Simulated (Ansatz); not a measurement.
Reactions of `C[SiH](F)[SnH3]`.

Program: Ansatz. Geometries: PBE0-D4/def2-TZVP. ΔE: electronic, gas phase. CCSD(T)/CBS adds triple-zeta CCSD(T) − MP2 to the extrapolated MP2 energy (def2 sets, frozen cores). This one scheme is used for every species. Triplets are unrestricted, without spin–orbit coupling. def2 core potentials past Kr. For Sn outer-core shells are correlated without core-valence functions, which leaves a few kJ/mol of doubt a bond. Each species was taken in one conformer, which may not be the lowest.

```tsv
reaction	MP2/CBS(def2) (kcal/mol)	CCSD(T)/CBS(def2) (kcal/mol)
`C[SiH](F)[SnH3]` → `F[CH2][SnH2][SiH3]`	63.6	61.1
`C[SiH](F)[SnH3]` + `C=N` → `C=[N][SnH3]` + `C[SiH2]F`	4.9	6.1
`C[SiH](F)[SnH3]` + CH₃NH₂ → `C[NH][SnH3]` + `C[SiH2]F`	5.7	6.5
`C[SiH](F)[SnH3]` → `FC[SiH2][SnH3]`	61.4	58.5
`C[SiH](F)[SnH3]` → `[CH2]` (triplet) + `F[SiH2][SnH3]`	120.0	116.4
`C[SiH](F)[SnH3]` + `C[SiH2]C` → `C[SiH](C)[SnH3]` + `C[SiH2]F`	-3.2	-2.6
`C[SiH](F)[SnH3]` + H₂ → `C[SiH2][SnH3]` + H–F	26.2	25.3
`C[SiH](F)[SnH3]` + `O[SiH](O)S` → `C[SiH](F)S[SiH](O)O` + `[SnH4]`	-16.8	-15.7
`C[SiH](F)[SnH3]` + H₂O → `C[SiH](O)[SnH3]` + H–F	10.0	10.6
```

Largest T1 diagnostic: 0.014, for `C=[N][SnH3]`.
